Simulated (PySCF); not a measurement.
Exact mass, isotope pattern and composition

Species: `[Cl][Sn-]([Cl])[Cl]` ([SnCl3]-).

Calculated from isotope tables alone.

Q: Find the molar and monoisotopic masses of [SnCl3]-.

A: For [SnCl3]-, with standard atomic weights, 1 × 118.710 + 3 × 35.450 = 225.060 g/mol. From the most abundant isotopes (120Sn, 35Cl), 1 × 119.902195 + 3 × 34.968853 = 224.8088 u for neutral atoms; the ion's mass is 224.8093 u once 1 electron mass (0.000549 u) is added.

Q: Give the isotope pattern of the ion itself, merging species of the same nominal mass.

A: 
| nominal mass | m/z (centroid) | relative intensity |
| --- | --- | --- |
| 217 | 216.8119 | 1.6 |
| 219 | 218.8094 | 2.6 |
| 220 | 219.8104 | 0.6 |
| 221 | 220.8087 | 25.7 |
| 222 | 221.8100 | 13.3 |
| 223 | 222.8077 | 63.7 |
| 224 | 223.8089 | 26.6 |
| 225 | 224.8075 | 100.0 |
| 226 | 225.8067 | 17.6 |
| 227 | 226.8061 | 72.6 |
| 228 | 227.8042 | 4.8 |
| 229 | 228.8066 | 34.8 |
| 230 | 229.8016 | 0.5 |
| 231 | 230.8074 | 13.3 |
| 233 | 232.8061 | 3.2 |
| 235 | 234.8035 | 0.3 |

Cut off at 0.1 %. Abundances used (%; other tables differ somewhat): 112Sn 0.97, 114Sn 0.66, 115Sn 0.34, 116Sn 14.54, 117Sn 7.68, 118Sn 24.22, 119Sn 8.59, 120Sn 32.58, 122Sn 4.63, 124Sn 5.79; 35Cl 75.78, 37Cl 24.22.

Q: What resolving power m/Δm just matches the spacing of the species with one 37Cl and with one 122Sn?

A: They lie 0.00419 u apart at mass 226.81, so m/Δm is about 54000.

Q: What is the composition by mass?

A: Sn 52.75 %, Cl 47.25 %.

Q: What share of all these ions is the monoisotopic species?

A: 0.3258 × 0.7578^3 = 14.18 %.

Q: Protons, neutrons, electrons, and exact less nominal mass of the monoisotopic species?

A: 101 protons, 124 neutrons and 102 electrons; 224.8088 − 225 = -0.1912 u, electron masses as for neutral atoms.
